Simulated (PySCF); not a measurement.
C4H9, doublet, at a GFN2-xTB geometry, with bond 9-3 at 1.3 times its length; BLYP/STO-3G (PySCF).

Input for PySCF:
```python
from pyscf import gto, scf, dft

mol = gto.Mole()
mol.atom = '''
    C    -0.06016925    1.44249996    0.27961936
    C    -0.08390750    0.11146501   -0.35429513
    C    -1.18381101   -0.77275130    0.22969544
    C     1.28739346   -0.58580803   -0.20273367
    H     0.49416447    2.24451476   -0.16810711
    H    -0.48370750    1.59487803    1.25276322
    H    -0.25519959    0.23168623   -1.43397146
    H    -1.19933792   -1.74176142   -0.26430121
    H    -2.44835112   -0.16328235    0.06160254
    H    -1.01611072   -0.93093500    1.29282477
    H     1.27651791   -1.54727795   -0.71109000
    H     2.07506134    0.02834071   -0.63182061
    H     1.50811211   -0.74795018    0.84959330
'''
mol.basis = 'sto-3g'
mol.spin = 1
mol.verbose = 4
mol.build()

mf = dft.UKS(mol)
mf.xc = 'blyp'
mf.diis = False
mf.max_cycle = 100
mf.kernel()
mf.analyze()
```

Task: What does PySCF print? Leave out banner, timings and long lists.

Result: 
```
PySCF version 2.14.0

[INPUT] verbose = 4
[INPUT] num. atoms = 13
[INPUT] num. electrons = 33
[INPUT] charge = 0
[INPUT] spin (= nelec alpha-beta = 2S) = 1
[INPUT] symmetry False subgroup None
[INPUT] Mole.unit = angstrom
[INPUT] Symbol           X                Y                Z      unit          X                Y                Z       unit  Magmom
[...]
nuclear repulsion = 126.080418737016
number of shells = 21
number of NR pGTOs = 87
number of NR cGTOs = 29
basis = sto-3g
ecp = {}

******** <class 'pyscf.dft.uks.UKS'> ********
method = UKS
initial guess = minao
damping factor = 0
level_shift factor = 0
DIIS disabled
SCF conv_tol = 1e-09
SCF conv_tol_grad = None
SCF max_cycles = 100
direct_scf = True
direct_scf_tol = 1e-13
number electrons alpha = 17  beta = 16
XC library pyscf.dft.libxc version 7.1.2
    S. Lehtola, C. Steigemann, M. J. T. Oliveira, and M. A. L. Marques,  SoftwareX 7, 1–5 (2018)
XC functionals = blyp
    A. D. Becke,  Phys. Rev. A 38, 3098 (1988)
    C. Lee, W. Yang, and R. G. Parr,  Phys. Rev. B 37, 785 (1988)
    B. Miehlich, A. Savin, H. Stoll, and H. Preuss,  Chem. Phys. Lett. 157, 200 (1989)
radial grids:
    Treutler-Ahlrichs [JCP 102, 346 (1995); DOI:10.1063/1.469408] (M4) radial grids

becke partition: Becke, JCP 88, 2547 (1988); DOI:10.1063/1.454033
pruning grids: <function nwchem_prune>
grids dens level: 3
symmetrized grids: False
atomic radii adjust function: <function treutler_atomic_radii_adjust>
small_rho_cutoff = 0
Set gradient conv threshold to 3.16228e-05
tot grids = 144744
init E= -155.686344086471

cycle= 1 E= -155.699642467266  delta_E= -0.0133  |g|= 0.146  |ddm|= 2.99
cycle= 2 E= -155.697428711929  delta_E= 0.00221  |g|= 0.161  |ddm|= 0.421
cycle= 3 E= -155.685086333481  delta_E= 0.0123  |g|= 0.209  |ddm|= 0.495
cycle= 4 E= -155.658096250331  delta_E= 0.027  |g|= 0.284  |ddm|= 0.657
cycle= 5 E= -155.596977398347  delta_E= 0.0611  |g|= 0.408  |ddm|= 0.921
cycle= 6 E= -155.497382097743  delta_E= 0.0996  |g|= 0.543  |ddm|= 1.27
cycle= 7 E= -155.312086042044  delta_E= 0.185  |g|= 0.732  |ddm|= 1.72
cycle= 8 E= -155.12728159324  delta_E= 0.185  |g|= 0.863  |ddm|= 2.16
cycle= 9 E= -154.838573815685  delta_E= 0.289  |g|= 1.05  |ddm|= 2.62
cycle= 10 E= -154.567983901285  delta_E= 0.271  |g|= 1.16  |ddm|= 2.99
cycle= 11 E= -153.299920870905  delta_E= 1.27  |g|= 1.53  |ddm|= 4.22
cycle= 12 E= -147.614514338368  delta_E= 5.69  |g|= 2.53  |ddm|= 6.86
cycle= 13 E= -137.30055697328  delta_E= 10.3  |g|= 2.13  |ddm|= 10.2
cycle= 14 E= -131.978388557804  delta_E= 5.32  |g|= 1.98  |ddm|= 12.6
cycle= 15 E= -128.552075368525  delta_E= 3.43  |g|= 2.08  |ddm|= 13.4
cycle= 16 E= -126.005511224802  delta_E= 2.55  |g|=    2  |ddm|= 14.2
cycle= 17 E= -125.628073417803  delta_E= 0.377  |g|= 1.94  |ddm|= 14.5
cycle= 18 E= -125.785328046935  delta_E= -0.157  |g|= 1.94  |ddm|= 14.6
cycle= 19 E= -125.606512793085  delta_E= 0.179  |g|= 1.94  |ddm|= 14.6
cycle= 20 E= -125.782656780601  delta_E= -0.176  |g|= 1.94  |ddm|= 14.6
cycle= 21 E= -125.606237519768  delta_E= 0.176  |g|= 1.94  |ddm|= 14.6
cycle= 22 E= -125.782613400921  delta_E= -0.176  |g|= 1.94  |ddm|= 14.6
cycle= 23 E= -125.60623281264  delta_E= 0.176  |g|= 1.94  |ddm|= 14.6
cycle= 24 E= -125.782612592657  delta_E= -0.176  |g|= 1.94  |ddm|= 14.6
cycle= 25 E= -125.606232723241  delta_E= 0.176  |g|= 1.94  |ddm|= 14.6
cycle= 26 E= -125.782612576852  delta_E= -0.176  |g|= 1.94  |ddm|= 14.6
cycle= 27 E= -125.606232721483  delta_E= 0.176  |g|= 1.94  |ddm|= 14.6
cycle= 28 E= -125.782612576538  delta_E= -0.176  |g|= 1.94  |ddm|= 14.6
cycle= 29 E= -125.606232721448  delta_E= 0.176  |g|= 1.94  |ddm|= 14.6
cycle= 30 E= -125.782612576532  delta_E= -0.176  |g|= 1.94  |ddm|= 14.6
cycle= 31 E= -125.606232721448  delta_E= 0.176  |g|= 1.94  |ddm|= 14.6
cycle= 32 E= -125.782612576532  delta_E= -0.176  |g|= 1.94  |ddm|= 14.6
cycle= 33 E= -125.606232721448  delta_E= 0.176  |g|= 1.94  |ddm|= 14.6
cycle= 34 E= -125.782612576531  delta_E= -0.176  |g|= 1.94  |ddm|= 14.6
cycle= 35 E= -125.606232721448  delta_E= 0.176  |g|= 1.94  |ddm|= 14.6
cycle= 36 E= -125.782612576532  delta_E= -0.176  |g|= 1.94  |ddm|= 14.6
cycle= 37 E= -125.606232721448  delta_E= 0.176  |g|= 1.94  |ddm|= 14.6
cycle= 38 E= -125.782612576532  delta_E= -0.176  |g|= 1.94  |ddm|= 14.6
cycle= 39 E= -125.606232721448  delta_E= 0.176  |g|= 1.94  |ddm|= 14.6
cycle= 40 E= -125.782612576531  delta_E= -0.176  |g|= 1.94  |ddm|= 14.6
cycle= 41 E= -125.606232721448  delta_E= 0.176  |g|= 1.94  |ddm|= 14.6
cycle= 42 E= -125.782612576532  delta_E= -0.176  |g|= 1.94  |ddm|= 14.6
cycle= 43 E= -125.606232721448  delta_E= 0.176  |g|= 1.94  |ddm|= 14.6
cycle= 44 E= -125.782612576532  delta_E= -0.176  |g|= 1.94  |ddm|= 14.6
cycle= 45 E= -125.606232721448  delta_E= 0.176  |g|= 1.94  |ddm|= 14.6
cycle= 46 E= -125.782612576532  delta_E= -0.176  |g|= 1.94  |ddm|= 14.6
cycle= 47 E= -125.606232721447  delta_E= 0.176  |g|= 1.94  |ddm|= 14.6
cycle= 48 E= -125.782612576532  delta_E= -0.176  |g|= 1.94  |ddm|= 14.6
cycle= 49 E= -125.606232721448  delta_E= 0.176  |g|= 1.94  |ddm|= 14.6
cycle= 50 E= -125.782612576531  delta_E= -0.176  |g|= 1.94  |ddm|= 14.6
cycle= 51 E= -125.606232721448  delta_E= 0.176  |g|= 1.94  |ddm|= 14.6
cycle= 52 E= -125.782612576532  delta_E= -0.176  |g|= 1.94  |ddm|= 14.6
cycle= 53 E= -125.606232721448  delta_E= 0.176  |g|= 1.94  |ddm|= 14.6
cycle= 54 E= -125.782612576532  delta_E= -0.176  |g|= 1.94  |ddm|= 14.6
cycle= 55 E= -125.606232721448  delta_E= 0.176  |g|= 1.94  |ddm|= 14.6
cycle= 56 E= -125.782612576532  delta_E= -0.176  |g|= 1.94  |ddm|= 14.6
cycle= 57 E= -125.606232721448  delta_E= 0.176  |g|= 1.94  |ddm|= 14.6
cycle= 58 E= -125.782612576531  delta_E= -0.176  |g|= 1.94  |ddm|= 14.6
cycle= 59 E= -125.606232721448  delta_E= 0.176  |g|= 1.94  |ddm|= 14.6
cycle= 60 E= -125.782612576531  delta_E= -0.176  |g|= 1.94  |ddm|= 14.6
cycle= 61 E= -125.606232721448  delta_E= 0.176  |g|= 1.94  |ddm|= 14.6
cycle= 62 E= -125.782612576531  delta_E= -0.176  |g|= 1.94  |ddm|= 14.6
[...]
cycle= 64 E= -125.782612576531  delta_E= -0.176  |g|= 1.94  |ddm|= 14.6
cycle= 65 E= -125.606232721448  delta_E= 0.176  |g|= 1.94  |ddm|= 14.6
cycle= 66 E= -125.782612576532  delta_E= -0.176  |g|= 1.94  |ddm|= 14.6
cycle= 67 E= -125.606232721448  delta_E= 0.176  |g|= 1.94  |ddm|= 14.6
cycle= 68 E= -125.782612576531  delta_E= -0.176  |g|= 1.94  |ddm|= 14.6
cycle= 69 E= -125.606232721448  delta_E= 0.176  |g|= 1.94  |ddm|= 14.6
cycle= 70 E= -125.782612576532  delta_E= -0.176  |g|= 1.94  |ddm|= 14.6
cycle= 71 E= -125.606232721448  delta_E= 0.176  |g|= 1.94  |ddm|= 14.6
cycle= 72 E= -125.782612576531  delta_E= -0.176  |g|= 1.94  |ddm|= 14.6
cycle= 73 E= -125.606232721448  delta_E= 0.176  |g|= 1.94  |ddm|= 14.6
cycle= 74 E= -125.782612576531  delta_E= -0.176  |g|= 1.94  |ddm|= 14.6
cycle= 75 E= -125.606232721448  delta_E= 0.176  |g|= 1.94  |ddm|= 14.6
cycle= 76 E= -125.782612576532  delta_E= -0.176  |g|= 1.94  |ddm|= 14.6
cycle= 77 E= -125.606232721448  delta_E= 0.176  |g|= 1.94  |ddm|= 14.6
cycle= 78 E= -125.782612576531  delta_E= -0.176  |g|= 1.94  |ddm|= 14.6
cycle= 79 E= -125.606232721448  delta_E= 0.176  |g|= 1.94  |ddm|= 14.6
cycle= 80 E= -125.782612576532  delta_E= -0.176  |g|= 1.94  |ddm|= 14.6
cycle= 81 E= -125.606232721448  delta_E= 0.176  |g|= 1.94  |ddm|= 14.6
cycle= 82 E= -125.782612576532  delta_E= -0.176  |g|= 1.94  |ddm|= 14.6
cycle= 83 E= -125.606232721448  delta_E= 0.176  |g|= 1.94  |ddm|= 14.6
cycle= 84 E= -125.782612576532  delta_E= -0.176  |g|= 1.94  |ddm|= 14.6
cycle= 85 E= -125.606232721448  delta_E= 0.176  |g|= 1.94  |ddm|= 14.6
cycle= 86 E= -125.782612576532  delta_E= -0.176  |g|= 1.94  |ddm|= 14.6
cycle= 87 E= -125.606232721448  delta_E= 0.176  |g|= 1.94  |ddm|= 14.6
cycle= 88 E= -125.782612576532  delta_E= -0.176  |g|= 1.94  |ddm|= 14.6
cycle= 89 E= -125.606232721448  delta_E= 0.176  |g|= 1.94  |ddm|= 14.6
cycle= 90 E= -125.782612576531  delta_E= -0.176  |g|= 1.94  |ddm|= 14.6
cycle= 91 E= -125.606232721448  delta_E= 0.176  |g|= 1.94  |ddm|= 14.6
cycle= 92 E= -125.782612576532  delta_E= -0.176  |g|= 1.94  |ddm|= 14.6
cycle= 93 E= -125.606232721448  delta_E= 0.176  |g|= 1.94  |ddm|= 14.6
cycle= 94 E= -125.782612576532  delta_E= -0.176  |g|= 1.94  |ddm|= 14.6
cycle= 95 E= -125.606232721448  delta_E= 0.176  |g|= 1.94  |ddm|= 14.6
cycle= 96 E= -125.782612576532  delta_E= -0.176  |g|= 1.94  |ddm|= 14.6
cycle= 97 E= -125.606232721448  delta_E= 0.176  |g|= 1.94  |ddm|= 14.6
cycle= 98 E= -125.782612576532  delta_E= -0.176  |g|= 1.94  |ddm|= 14.6
cycle= 99 E= -125.606232721448  delta_E= 0.176  |g|= 1.94  |ddm|= 14.6
cycle= 100 E= -125.782612576531  delta_E= -0.176  |g|= 1.94  |ddm|= 14.6
SCF not converged.
SCF energy = -125.782612576531 after 100 cycles  <S^2> = 0.75001085  2S+1 = 2.0000108
**** SCF Summaries ****
Total Energy =                        -125.782612576531434
Nuclear Repulsion Energy =             126.080418737016473
One-electron Energy =                 -444.197399528419339
Two-electron Energy =                  192.334368214871432
Two-electron Coulomb Energy =          219.898352832483653
DFT Exchange-Correlation Energy =      -27.563984617612213
**** MO energy ****
                             alpha | beta                alpha | beta
[...]
To work with the spin densities directly, `use mulliken_meta_spin()` only printing them here.

 ** Mulliken spin pop alpha/beta on meta-lowdin orthogonal AOs **
 ** Mulliken Spin Density (per AO)  **
spin_pop of  0 C 1s        0.00000
spin_pop of  0 C 2s        0.00000
spin_pop of  0 C 2px       0.00000
spin_pop of  0 C 2py       0.00002
spin_pop of  0 C 2pz      -0.00000
spin_pop of  1 C 1s       -0.00000
spin_pop of  1 C 2s        0.00090
spin_pop of  1 C 2px       0.00121
spin_pop of  1 C 2py       0.00058
spin_pop of  1 C 2pz       0.00008
spin_pop of  2 C 1s        0.00000
spin_pop of  2 C 2s        0.00001
spin_pop of  2 C 2px       0.00000
spin_pop of  2 C 2py       0.00000
spin_pop of  2 C 2pz       0.00000
spin_pop of  3 C 1s        0.00002
spin_pop of  3 C 2s        0.05402
spin_pop of  3 C 2px       0.00324
spin_pop of  3 C 2py       0.02261
spin_pop of  3 C 2pz       0.00708
spin_pop of  4 H 1s       -0.00000
spin_pop of  5 H 1s        0.00000
spin_pop of  6 H 1s        0.00001
spin_pop of  7 H 1s        0.00004
spin_pop of  8 H 1s        0.00000
spin_pop of  9 H 1s       -0.00001
spin_pop of  10 H 1s        0.90990
spin_pop of  11 H 1s        0.00000
spin_pop of  12 H 1s        0.00028
 ** Mulliken Spin Density (per atom)  **
spin density of  0 C =      0.00003
spin density of  1 C =      0.00277
spin density of  2 C =      0.00001
spin density of  3 C =      0.08697
spin density of  4 H =     -0.00000
spin density of  5 H =      0.00000
spin density of  6 H =      0.00001
spin density of  7 H =      0.00004
spin density of  8 H =      0.00000
spin density of  9 H =     -0.00001
spin density of  10 H =      0.90990
spin density of  11 H =      0.00000
spin density of  12 H =      0.00028
 ** Mulliken pop alpha/beta on meta-lowdin orthogonal AOs **
 ** Mulliken pop       alpha | beta **
[...]
In total            17.00000 | 16.00000
 ** Mulliken atomic charges   ( Nelec_alpha | Nelec_beta ) **
charge of  0C =     -3.90638  (     4.95320      4.95317 )
charge of  1C =      3.83611  (     1.08333      1.08056 )
charge of  2C =      3.99928  (     1.00036      1.00035 )
charge of  3C =     -3.83894  (     4.96296      4.87599 )
charge of  4H =     -0.99952  (     0.99976      0.99976 )
charge of  5H =     -0.99891  (     0.99946      0.99946 )
charge of  6H =      0.99771  (     0.00115      0.00114 )
charge of  7H =      0.99988  (     0.00008      0.00004 )
charge of  8H =      0.99993  (     0.00003      0.00003 )
charge of  9H =      0.99966  (     0.00017      0.00017 )
charge of  10H =     -0.08962  (     0.99976      0.08986 )
charge of  11H =     -0.99982  (     0.99991      0.99991 )
charge of  12H =     -0.99938  (     0.99983      0.99955 )
Dipole moment(X, Y, Z, Debye): -90.07754, -57.67122, -12.63201
```

The run did not converge; its last values are not results.
